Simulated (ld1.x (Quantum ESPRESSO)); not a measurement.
## Mg (Z = 12) TM semilocal: all-electron and pseudo phase curves

ld1.x (Quantum ESPRESSO) 7.5 input, shortened:

```
&input
   title='Mg', zed=12., rel=1, dft='PZ', iswitch=3,
   config='[Ne] 3s0.5 3p0 3d-2'
 /
 &inputp
   pseudotype=1, tm=.true., lloc=2,
   nlcc=.false.
 /
3
2S  1  0   2.00   0.00  0.60  0.60  0.0
2P  2  1   6.00   0.00  0.60  0.60  0.0
3D  3  2  -2.00  -0.10  0.60  0.60  0.0
 &test
   configts(1)='2s2 2p6 3s0.5 3p0'
 /
```

Occupied shells without a wave of their own: 3s. They enter only through the test configuration that unscreens the potential.

The phase is arctan(r·u′/u) with u = r·R(r), unwrapped; energies in Ry, scanned from -9 to 5 Ry. A pole is an energy at which the radial function vanishes at the test radius. The pseudo phase is shifted by a multiple of π to meet the all-electron one at the reference energy, and phase errors are pseudo minus all-electron; the curves can meet again beyond the range given. Levels narrower than the energy grid can be missing from the lists of poles.

**Question.** For each channel, where are the poles, and over which energies does the pseudopotential scatter like the atom?

**Answer.**

```
channel  radius (bohr)  reference energy (Ry)  poles, all-electron  poles, pseudo  unbroken range about the reference energy with phases within 0.05 rad  phase error 1 Ry above the reference energy (rad)
      s           0.65                  -6.89                 none           none                                                        the whole range                                             -0.000
      p           0.65                  -4.49                 none           none                                                        the whole range                                             +0.000
      d           0.65                  -0.10                 none           none                                                        the whole range                                             +0.000
```

Phases in the d channel:

```json
{"E (Ry)": "-9.00", "all-electron": "1.199", "pseudo": "1.199"}
{"E (Ry)": "-8.52", "all-electron": "1.195", "pseudo": "1.195"}
{"E (Ry)": "-8.04", "all-electron": "1.190", "pseudo": "1.190"}
{"E (Ry)": "-7.56", "all-electron": "1.185", "pseudo": "1.185"}
{"E (Ry)": "-7.08", "all-electron": "1.180", "pseudo": "1.180"}
{"E (Ry)": "-6.60", "all-electron": "1.175", "pseudo": "1.175"}
{"E (Ry)": "-6.12", "all-electron": "1.169", "pseudo": "1.169"}
{"E (Ry)": "-5.64", "all-electron": "1.164", "pseudo": "1.164"}
{"E (Ry)": "-5.16", "all-electron": "1.158", "pseudo": "1.158"}
{"E (Ry)": "-4.68", "all-electron": "1.152", "pseudo": "1.152"}
{"E (Ry)": "-4.20", "all-electron": "1.146", "pseudo": "1.146"}
{"E (Ry)": "-3.72", "all-electron": "1.139", "pseudo": "1.139"}
{"E (Ry)": "-3.24", "all-electron": "1.132", "pseudo": "1.132"}
{"E (Ry)": "-2.76", "all-electron": "1.125", "pseudo": "1.125"}
{"E (Ry)": "-2.28", "all-electron": "1.118", "pseudo": "1.118"}
{"E (Ry)": "-1.80", "all-electron": "1.110", "pseudo": "1.110"}
{"E (Ry)": "-1.32", "all-electron": "1.102", "pseudo": "1.102"}
{"E (Ry)": "-0.84", "all-electron": "1.094", "pseudo": "1.094"}
{"E (Ry)": "-0.36", "all-electron": "1.085", "pseudo": "1.085"}
{"E (Ry)": "0.12", "all-electron": "1.076", "pseudo": "1.076"}
{"E (Ry)": "0.60", "all-electron": "1.066", "pseudo": "1.066"}
{"E (Ry)": "1.08", "all-electron": "1.056", "pseudo": "1.056"}
{"E (Ry)": "1.56", "all-electron": "1.046", "pseudo": "1.046"}
{"E (Ry)": "2.04", "all-electron": "1.034", "pseudo": "1.034"}
{"E (Ry)": "2.52", "all-electron": "1.023", "pseudo": "1.023"}
{"E (Ry)": "3.00", "all-electron": "1.010", "pseudo": "1.011"}
{"E (Ry)": "3.48", "all-electron": "0.998", "pseudo": "0.998"}
{"E (Ry)": "3.96", "all-electron": "0.984", "pseudo": "0.984"}
{"E (Ry)": "4.44", "all-electron": "0.970", "pseudo": "0.970"}
{"E (Ry)": "4.92", "all-electron": "0.954", "pseudo": "0.954"}
```
